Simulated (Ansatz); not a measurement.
`[CH3][AlH][O][SiH2][GaH2]` + `C[CH2][AlH2]` → `[AlH2][CH2][GaH2]` + `[CH3][AlH][O][SiH2]C`  (redistribution)

Calculated with Ansatz (gas phase, PBE0-D4/def2-TZVP geometries, no zero-point term in ΔE). CCSD(T)/CBS adds triple-zeta CCSD(T) − MP2 to the extrapolated MP2 energy (def2 sets, frozen cores). Functionals use def2-TZVPP. B3LYP here is the variant with VWN-RPA as its local correlation; programs differ in this. For Ga outer-core shells are correlated without core-valence functions, which leaves a few kJ/mol of doubt a bond. Scalar relativity is left out up to krypton. Each species was taken in one conformer, which may not be the lowest.

```
             level  ΔE (kcal/mol)  difference from CCSD(T)/CBS
            PBE-D4          -15.1                          4.0
         r2SCAN-D4          -18.3                          0.8
          B3LYP-D4          -16.3                          2.8
             B3LYP          -16.0                          3.1
     HF/def2-TZVPP          -17.0                          2.1
    MP2/def2-TZVPP          -21.1                         -2.0
   CCSD/def2-TZVPP          -18.3                          0.8
CCSD(T)/def2-TZVPP          -18.8                          0.3
SCS-MP2/def2-QZVPP          -19.9                         -0.8
    CCSD/CBS(def2)          -18.7                          0.4
       CCSD(T)/CBS          -19.1                            0
```

Largest T1 diagnostic among the species: 0.013.

In def2-TZVPP, CCSD(T) changes the Hartree–Fock value by −1.8 kcal/mol (the triples alone add −0.4 kcal/mol) and MP2 by −4.1 kcal/mol. From PBE to PBE0 (25 % exact exchange), in def2-TZVPP and without D4, ΔE moves by −0.9 kcal/mol.
